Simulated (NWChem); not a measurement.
System: SiNH4O2Cl; SMILES N[Si](Cl)(O)O

NWChem printed, in part:

```
             Northwest Computational Chemistry Package (NWChem) 7.3.0
             --------------------------------------------------------

                             Geometry "geometry" -> ""
                             -------------------------

 Output coordinates in angstroms (scale by  1.889725989 to convert to a.u.)

  No.       Tag          Charge          X              Y              Z
 ---- ---------------- ---------- -------------- -------------- --------------
    1 N                    7.0000     1.63780000     0.82025200    -0.12871000
    2 Si                  14.0000     0.00088700     0.36869800    -0.02526400
    3 O                    8.0000    -0.75869400     0.90729500     1.33786100
    4 O                    8.0000    -0.89494600     0.95824000    -1.27302800
    5 Cl                  17.0000     0.01438100    -1.70272700    -0.03642900
    6 H                    1.0000     2.30867800     0.17040300    -0.51997200
    7 H                    1.0000     1.89089700     1.78464200    -0.31223000
    8 H                    1.0000    -0.36351700     0.64764900     2.17534400
    9 H                    1.0000    -1.84522300     0.99274000    -1.12453300

 Effective nuclear repulsion energy (a.u.)     316.0771003233

                                 NWChem DFT Module
                                 -----------------

 Summary of "ao basis" -> "ao basis" (spherical)
 ------------------------------------------------------------------------------
       Tag                 Description            Shells   Functions and Types
 ---------------- ------------------------------  ------  ---------------------
 N                           6-31g*                  6       14   3s2p1d
 Si                          6-31g*                  8       18   4s3p1d
 O                           6-31g*                  6       14   3s2p1d
 Cl                          6-31g*                  8       18   4s3p1d
 H                           6-31g*                  2        2   2s

 in cosmo_initialize ...
 calling solv_data for solv:dcm

 solvent parameters
 solvname_short: dcm
 solvname_long:  dichloromethane
 dielec:        8.9300
 dielecinf:     2.0283
 nonaqueous SMD model solvent descriptors
 dielec:        8.9300
 sola:          0.1000
 solb:          0.0500
 solc:          0.0000
 solg:         39.1500
 solh:          0.6670
 soln:          1.4242

          ---------------
          -cosmo- solvent
          ---------------
 Cosmo: York-Karplus, doi: 10.1021/jp992097l
 dielectric constant -eps-     =   8.93
 screen = (eps-1)/(eps    )    =   0.88802
 surface charge correction     = lagrangian

   van der Waals surface
 --------------------------

 ---------- ATOMIC COORDINATES (A.U.) ------------ VDWR(ANG.) --
     1    3.09499322    1.55005152   -0.24322663     1.890
     2    0.00167619    0.69673819   -0.04774204     2.470
     3   -1.43372377    1.71453894    2.52819070     2.114
     4   -1.69120271    1.81081103   -2.40567410     2.114
     5    0.02717615   -3.21768746   -0.06884083     2.380
     6    4.36276882    0.32201498   -0.98260460     1.200
     7    3.57327720    3.37248437   -0.59002915     1.200
     8   -0.68694752    1.22387915    4.11080409     1.200
     9   -3.48696586    1.87600658   -2.12505924     1.200
 number of segments per atom =        128
 number of   points per atom =        128
 atom (   nspa,  nppa )
 ----------------------
    1 (     59,     0 )       0
    2 (     25,     0 )       0
    3 (     75,     0 )       0
    4 (     78,     0 )       0
    5 (     92,     0 )       0
    6 (     45,     0 )       0
    7 (     45,     0 )       0
    8 (     20,     0 )       0
    9 (     20,     0 )       0
 number of -cosmo- surface points =      459
 molecular surface =    146.882 angstrom**2
 molecular volume  =    141.002 angstrom**3
 -lineq- algorithm             =   0
 -bem- low  level              =   3
 -bem- from -octahedral-
 gaussian surface charge width =   4.50000
 degree of switching           =   1.00000
 switching function tolerance  =   0.00010
 atomic radii =
 --------------
    1  7.000  1.890
    2 14.000  2.470
    3  8.000  2.114
    4  8.000  2.114
    5 17.000  2.380
    6  1.000  1.200
    7  1.000  1.200
    8  1.000  1.200
    9  1.000  1.200
 ...... end of -cosmo- initialization ......

[...]

                                COSMO-SMD solvation results
                                ---------------------------

             internal energy in gas <Psi(g)|H|Psi(g)> =      -956.932667291587
         internal energy in solvent <Psi(s)|H|Psi(s)> =      -956.931756373163
                               delta internal energy  =         0.000910918424 (    0.57 kcal/mol)
   total free energy in solvent <Psi(s)|H+V/2|Psi(s)> =      -956.947165119177
 polarization energy contribution <Psi(s)|V/2|Psi(s)> =        -0.015408746014 (   -9.67 kcal/mol)
    total free energy in solvent including G(SMD-CDS) =      -956.947974434356
                       G(SMD-CDS) energy contribution =        -0.000809315179 (   -0.51 kcal/mol)
     1 M fixed-concentration free energy of solvation =        -0.015307142769 (   -9.61 kcal/mol)

                       DFT Final Molecular Orbital Analysis
                       ------------------------------------

 Vector   27  Occ=2.000000D+00  E=-3.326761D-01
              MO Center= -1.6D-01, -9.3D-01, -1.1D-02, r^2= 3.1D+00
   Bfn.  Coefficient  Atom+Function         Bfn.  Coefficient  Atom+Function
  ----- ------------  ---------------      ----- ------------  ---------------
    67      0.604422  5 Cl px                71      0.337213  5 Cl px
    63     -0.236433  5 Cl px                50     -0.234783  4 O  py
    36     -0.217973  3 O  py                54     -0.173870  4 O  py
    40     -0.161897  3 O  py                68     -0.138459  5 Cl py
    26     -0.098503  2 Si py                35     -0.092115  3 O  px

 Vector   28  Occ=2.000000D+00  E=-3.259101D-01
              MO Center= -3.2D-01, -2.7D-01, -1.9D-02, r^2= 3.8D+00
   Bfn.  Coefficient  Atom+Function         Bfn.  Coefficient  Atom+Function
  ----- ------------  ---------------      ----- ------------  ---------------
    69      0.504909  5 Cl pz                50     -0.319821  4 O  py
    36      0.314253  3 O  py                73      0.266379  5 Cl pz
    54     -0.252739  4 O  py                40      0.247095  3 O  py
    65     -0.196498  5 Cl pz                 5      0.103848  1 N  pz
     9      0.088812  1 N  pz                51     -0.076590  4 O  pz

 Vector   29  Occ=2.000000D+00  E=-2.814231D-01
              MO Center=  1.4D+00,  7.0D-01, -3.4D-02, r^2= 1.8D+00
   Bfn.  Coefficient  Atom+Function         Bfn.  Coefficient  Atom+Function
  ----- ------------  ---------------      ----- ------------  ---------------
     5      0.522598  1 N  pz                 9      0.450350  1 N  pz
    69     -0.154084  5 Cl pz                 3      0.146471  1 N  px
     7      0.131070  1 N  px                35     -0.130869  3 O  px
    27      0.108466  2 Si pz                73     -0.108050  5 Cl pz
     6      0.102640  1 N  s                 39     -0.101046  3 O  px

 Vector   30  Occ=0.000000D+00  E= 5.291380D-02
              MO Center= -1.8D-01,  3.0D-01,  9.3D-02, r^2= 5.4D+00
   Bfn.  Coefficient  Atom+Function         Bfn.  Coefficient  Atom+Function
  ----- ------------  ---------------      ----- ------------  ---------------
    24      1.341532  2 Si s                  6     -0.716253  1 N  s
    38     -0.585244  3 O  s                 52     -0.580706  4 O  s
    72     -0.440383  5 Cl py                70     -0.363662  5 Cl s
    84      0.354557  8 H  s                 86      0.353876  9 H  s
    82      0.305708  7 H  s                 80      0.234930  6 H  s

 Vector   31  Occ=0.000000D+00  E= 9.799398D-02
              MO Center=  1.4D-01,  3.2D-01,  1.6D-01, r^2= 4.6D+00
   Bfn.  Coefficient  Atom+Function         Bfn.  Coefficient  Atom+Function
  ----- ------------  ---------------      ----- ------------  ---------------
    26      0.843903  2 Si py                70      0.615451  5 Cl s
    22      0.604154  2 Si py                72      0.558831  5 Cl py
    38     -0.521810  3 O  s                 80      0.521025  6 H  s
    84      0.414817  8 H  s                 20     -0.360545  2 Si s
    25     -0.321724  2 Si px                24     -0.270652  2 Si s

 Vector   32  Occ=0.000000D+00  E= 1.001677D-01
              MO Center= -3.4D-01,  4.6D-01,  3.9D-02, r^2= 5.4D+00
   Bfn.  Coefficient  Atom+Function         Bfn.  Coefficient  Atom+Function
  ----- ------------  ---------------      ----- ------------  ---------------
    27      0.784586  2 Si pz                52      0.781283  4 O  s
    86     -0.545596  9 H  s                 25      0.429717  2 Si px
     6     -0.404429  1 N  s                 38     -0.391146  3 O  s
    23      0.295314  2 Si pz                84      0.275565  8 H  s
    82      0.249715  7 H  s                  9     -0.234162  1 N  pz

     Multipole analysis of the density
     ---------------------------------

     L   x y z        total         alpha         beta         nuclear
     -   - - -        -----         -----         ----         -------
     0   0 0 0     -0.000000    -29.000000    -29.000000     58.000000

     1   1 0 0      0.428920     -0.242107     -0.242107      0.913134
     1   0 1 0      0.670366     -0.115414     -0.115414      0.901193
     1   0 0 1      0.336055      1.242040      1.242040     -2.148025

     2   2 0 0    -26.269384    -88.546797    -88.546797    150.824209
     2   1 1 0      1.077543      3.528779      3.528779     -5.980015
     2   1 0 1     -0.189899      1.685794      1.685794     -3.561486
     2   0 2 0    -33.595715   -149.732167   -149.732167    265.868618
     2   0 1 1     -0.265835      0.253703      0.253703     -0.773241
     2   0 0 2    -30.578645    -75.632798    -75.632798    120.686950
```

Level: PBE0/6-31G* (spherical d), SMD on the gas-phase geometry. The geometry was optimised at PBE0/def2-SVP. Solvent: dichloromethane.

Question: Reconstruct the input file.

Answer: This is not unique; one that fits is the input that was run:
```
start job
memory heap 200 mb stack 900 mb global 1100 mb
geometry units angstroms noautosym nocenter noautoz
  N      1.637800     0.820252    -0.128710
  Si     0.000887     0.368698    -0.025264
  O     -0.758694     0.907295     1.337861
  O     -0.894946     0.958240    -1.273028
  Cl     0.014381    -1.702727    -0.036429
  H      2.308678     0.170403    -0.519972
  H      1.890897     1.784642    -0.312230
  H     -0.363517     0.647649     2.175344
  H     -1.845223     0.992740    -1.124533
end
basis spherical
  N library 6-31g*
  Si library 6-31g*
  O library 6-31g*
  Cl library 6-31g*
  H library 6-31g*
end
dft
  xc pbe0
  iterations 150
end
cosmo
  do_cosmo_smd true
  solvent dcm
end
task dft energy
```
